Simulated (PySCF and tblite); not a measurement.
The numbers below are computed, except where a source is named.
C₅H₅NO, numbered as in [O:1]=[CH:2][c:3]1[cH:4][cH:5][cH:6][nH:7]1.

Conformers came from 90 starts (ETKDG and KDG, MMFF94s, GFN2-xTB); geometries are PBE0-D3(BJ)/def2-SVP. Weights use PBE0-D3(BJ)/def2-TZVP energies plus GFN2-xTB zero-point and thermal terms (modes under about 100 cm⁻¹ blended into free rotors). Symmetry numbers and mirror images are counted. Conformers within 4 kcal/mol (GFN2-xTB free energy) were kept, 5 at most. Run with PySCF (density fitting) and tblite.

Torsions listed: O1–C2–C3–N7.

```
conformer  shape  symmetry  dipole D
        1   180°        Cs      4.54
        2     0°        Cs      2.69
```

Problem. Which of these conformers is the most populated at 298.15 K, and with what share?

Solution. Conformer 2, about 100 %.

Problem. Give the DFT energies and free energies relative to the lowest, and all weights.

Solution. 
```csv
conformer,shape,E(DFT) kcal/mol,G(298.15 K) kcal/mol,weight %
1,180°,3.91,3.71,0.2
2,0°,0.00,0.00,99.8
```

Problem. How does its share change from 220 K to 380 K?

Solution. From 100 % to 99 %; the mixing entropy goes from 0.00 to 0.09 cal/(mol K).
